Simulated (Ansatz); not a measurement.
Gas-phase electronic energies from Ansatz, PBE0-D4/def2-TZVP geometries. CCSD(T)/CBS adds triple-zeta CCSD(T) − MP2 to the extrapolated MP2 energy (def2 sets, frozen cores). This one scheme is used for every species. Functionals use def2-TZVPP. B3LYP here is the variant with VWN-RPA as its local correlation; programs differ in this. For Br outer-core shells are correlated without core-valence functions, which leaves a few kJ/mol of doubt a bond. Scalar relativity is left out up to krypton. Each species was taken in one conformer, which may not be the lowest.

Consider the formal hydrolysis of a C–Br bond: `BrC1CCCC1` + H₂O → `OC1CCCC1` + HBr.

```csv
level,ΔE (kJ/mol),difference from CCSD(T)/CBS
B97M-V,26.4,-13.8
r2SCANh-D4,30.3,-9.9
B2PLYP,33.1,-7.1
revPBE,31.3,-8.9
PBE0,29.9,-10.3
B3LYP,26.9,-13.3
CAM-B3LYP,22.1,-18.1
SCS-MP2/def2-TZVPP,40.8,0.6
CCSD(T)/def2-TZVPP,35.2,-5.0
MP2/CBS(def2),51.3,11.1
CCSD(T)/CBS,40.2,0
```

Largest T1 diagnostic among the species: 0.010.

At CCSD(T), def2-SVP lies −32.1 kJ/mol from the extrapolated value and def2-TZVPP −5.0 kJ/mol. Leaving LDA and LC-ωPBE aside and taking each functional with its dispersion term where it has one, the values, not all of them listed here, spread over 11.3 kJ/mol, from CAM-B3LYP-D4 to PBE-QIDH. LDA lies −8.3 kJ/mol from PBE without D4.
